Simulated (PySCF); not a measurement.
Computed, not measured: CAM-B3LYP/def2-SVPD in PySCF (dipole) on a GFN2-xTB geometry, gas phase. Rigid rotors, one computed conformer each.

Species:
1. dichlorofluoromethane, `FC(Cl)Cl`
2. `FC(F)(F)P1PP1[SiH3]`
3. `CC(C)Cl`

Rotational constants (MHz) and dipole components (D):

```csv
set,A,B,C,μa,μb,μc
P,8122,4616,3243,2.22,0.00,0.44
Q,6954,3281,2337,0.00,0.07,1.33
R,1949,661.7,601.2,3.13,0.40,0.88
```

Task: Match each set to its species.

Result: P = 3, Q = 1, R = 2.

- 1 (set Q): mass 101.9 u, 4 heavy atoms, longest extent 2.9 Å, Cs, asymmetric top, Ia, Ib, Ic = 72.7, 154.0, 216.2 u·Å².
- 2 (set R): mass 193.9 u, 8 heavy atoms, longest extent 7.1 Å, C1, near-prolate asymmetric top, Ia, Ib, Ic = 259.4, 763.7, 840.6 u·Å².
- 3 (set P): mass 78.0 u, 4 heavy atoms, longest extent 4.3 Å, Cs, asymmetric top, Ia, Ib, Ic = 62.2, 109.5, 155.8 u·Å².

Each constant is 505379 MHz·u·Å² over a principal moment. Point groups hold within 0.08 Å; constants that symmetry makes equal can differ a little in the computed geometry, and forbidden dipole components can keep a residue. No structure here is proved a minimum.
